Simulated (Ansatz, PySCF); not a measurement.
Constitutional and geometric isomers with formula H6O2Si2. All species are isolated molecules in the gas phase. One relaxed conformer stands for each flexible species; it need not be the lowest. Strings in code marks are SMILES.

Quantity: vertical ionisation energy (energy after one electron is removed minus that of the parent at the parent's geometry), in eV.

Level 1: frozen-core CCSD(T)/cc-pVTZ // PBE0-D4/def2-TZVP (Ansatz, an electronic-structure program)
Level 2: B3LYP-D3(BJ)/def2-TZVP // PBE0-D4/def2-TZVP (PySCF)
Level 3: B3LYP/6-31G* // PBE0-D4/def2-TZVP (PySCF)
Level 4: minus the HOMO energy of PBE-D3(BJ)/def2-TZVP // PBE0-D4/def2-TZVP (PySCF)

```csv
species,level 2,level 3,level 4
`O[SiH2][SiH2]O`,10.03,9.92,6.74
```

Problem. What does level 1 give for each?

Solution. 
- `O[SiH2][SiH2]O`: 10.24
